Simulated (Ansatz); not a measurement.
Molecule: C$_{2}$H$_{4}$N, net charge -1, singlet state. It need not be the lowest isomer of its formula. Whether it binds its extra electron was not tested at this geometry. SMILES: C=N[CH2-]
Geometry from a B3LYP-D3(BJ)/def2-TZVP (Ansatz, a first-principles code) optimisation:
```
N
C 1 1.3179
C 1 1.3179 2 126.88
H 3 1.0866 1 119.47 2 180.00
H 2 1.0866 1 119.47 3 180.00
H 3 1.1007 4 117.74 1 -180.00
H 2 1.1007 5 117.74 1 180.00
```
Charge -1, spin multiplicity 1.

Parts of the frozen-core correlation energy in cc-pVTZ (Ansatz, hartree). Frozen orbitals: 3; correlated occupied orbitals by spin: 9 and 9; virtual: 134 and 134. No spin-orbit coupling. Non-relativistic.

```
term                            value
-------------------------  ----------
reference (HF)             -132.44897
MP2 opposite-spin            -0.42784
MP2 same-spin                -0.13647
CCSD correlation             -0.58160
(T)                          -0.02837
T1 diagnostic                   0.016
largest doubles amplitude       0.077
```
